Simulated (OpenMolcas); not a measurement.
# Ni III: Racah parameters, worked from levels

- Program: OpenMolcas 26.06
- Basis: ANO-RCC-VDZP [5s4p2d1f]
- Scalar Hamiltonian: DKH2, point nucleus
- Active space: 8 electrons in 5 orbitals (3d)
- State averaging: 2S+1 = 3 even, 10 roots; 2S+1 = 1 even, 15 roots
- Spin-orbit coupling: RASSI with atomic mean-field integrals over the reference wave functions, term energies averaged over their components

Methods: CASSCF; SS-CASPT2, IPEA 0.25 Eh, imaginary shift 0.1 Eh (closed shells correlated: 3s 3p). Measured levels: Corliss and Sugar, J. Phys. Chem. Ref. Data 10, 197 (1981).

**Racah parameters.** Above ³F, d8 has ³P at 15B, ¹G at 12B + 2C and ¹D at 5B + 2C. The first two fix B and C, and the third tests them; where it misses by thousands of cm-1, two parameters do not describe the configuration (Trees and configuration-interaction terms are left out) and B and C hang on the terms chosen. Term energies are centres of gravity, weighted by 2J + 1.

```tsv
Source	³P	¹G	B	C	C/B	¹D from B, C	¹D found
CASSCF	19577	25022	1305	4680	3.59	15885	15760
SS-CASPT2	17174	23139	1145	4700	4.10	15125	12713
measured	15836	22115	1056	4723	4.47	14726	13038
```

Energies in cm-1. From CASSCF to SS-CASPT2, B changes by -12.3 % and C by +0.4 %. Against the measured terms, SS-CASPT2 has B off by +8.4 % and C by -0.5 %.

CASPT2 breaks the degeneracy within a term, and the mean is taken; among the terms shown or strongly mixed into the levels shown the widest spread is 970 cm-1 (3d⁸ ³F, SS-CASPT2). Some levels mix across a computed gap that differs much from the measured one, so their mixing is not that of the real levels. Without dynamic correlation excited terms often stand tens of per cent too high (terms of higher spin than the ground term too low), and those without a measured partner can miss by more than the paired ones (holds for CASSCF). Measured partners are found by configuration, term and J. A level has none where our copy of the source lacks it or the pairing is in doubt (some pairs that miss far off the trend of their configuration count as doubtful), and it then counts in no deviation. Levels of configurations outside the active space are missing.
